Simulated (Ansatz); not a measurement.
Task: Name a neutral molecule of B, C, Cl and H with LUMO energy (ωB97M-V/def2-TZVPP) between -0.15 and 0.15 eV and size of the dipole moment (ωB97M-V/def2-TZVPP) between 1.80 and 2.10 D (Ansatz, PBE0-D4/def2-TZVP geometry).

Result: `C=CB(Cl)Cl` (-0.10 eV, 1.89 D); `C=CBCl` (0.00 eV, 1.90 D). Other molecules can fit too; these were computed, each in one conformer that needn't be the lowest.
